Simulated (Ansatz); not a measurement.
# Worked example: a bond strength in SiH4O4 (orthosilicic acid)

SiH4O4 has 9 atoms, charge 0, and is taken as a singlet. As SMILES, `O[Si](O)(O)O`. Geometry: optimised at B3LYP/def2-SVP. This is one conformer, not always the lowest.

```jsonl
{"atom": "O", "x (Å)": "-0.9818", "y (Å)": "0.7892", "z (Å)": "-1.0702"}
{"atom": "Si", "x (Å)": "0.0000", "y (Å)": "0.0000", "z (Å)": "0.0000"}
{"atom": "O", "x (Å)": "1.5475", "y (Å)": "0.4390", "z (Å)": "-0.3801"}
{"atom": "O", "x (Å)": "-0.0411", "y (Å)": "-1.6513", "z (Å)": "-0.0589"}
{"atom": "O", "x (Å)": "-0.5247", "y (Å)": "0.4231", "z (Å)": "1.5092"}
{"atom": "H", "x (Å)": "-0.6182", "y (Å)": "0.9152", "z (Å)": "-1.9545"}
{"atom": "H", "x (Å)": "2.2373", "y (Å)": "-0.1665", "z (Å)": "-0.0838"}
{"atom": "H", "x (Å)": "-0.7505", "y (Å)": "-2.0688", "z (Å)": "0.4437"}
{"atom": "H", "x (Å)": "-0.8686", "y (Å)": "1.3201", "z (Å)": "1.5946"}
```

Wanted: the dissociation energy of the O5–Si2 bond into doublet OH and doublet SiH3O3 (shapes relaxed at B3LYP/def2-SVP, no zero-point term). 1 Eh = 2625.50 kJ/mol = 27.2114 eV. Totals in Eh; open shells run unrestricted unless said.

| level | program | SiH4O4 | doublet OH | doublet SiH3O3 |
| --- | --- | --- | --- | --- |
| B3LYP/def2-SVP | Ansatz | -592.676280 | -75.667432 | -516.794786 |
| B2PLYP/def2-SVP, 9 core orbitals frozen | Ansatz | -592.279772 | -75.602794 | -516.459022 |
| MP2/def2-SVP, 9 core orbitals frozen | Ansatz | -591.424765 | -75.473548 | -515.725806 |

Q: Work out the dissociation energy at each level.

A: 
1. B3LYP/def2-SVP: (-75.667432) + (-516.794786) − (-592.676280) = 0.214062 Eh = 562.0 kJ/mol = 5.82 eV.
2. B2PLYP/def2-SVP: (-75.602794) + (-516.459022) − (-592.279772) = 0.217956 Eh = 572.2 kJ/mol = 5.93 eV.
3. MP2/def2-SVP: (-75.473548) + (-515.725806) − (-591.424765) = 0.225411 Eh = 591.8 kJ/mol = 6.13 eV.

The levels span 562 to 592 kJ/mol; no measured value is set beside them. A bond enthalpy at 298 K also holds the loss of zero-point energy and thermal terms.
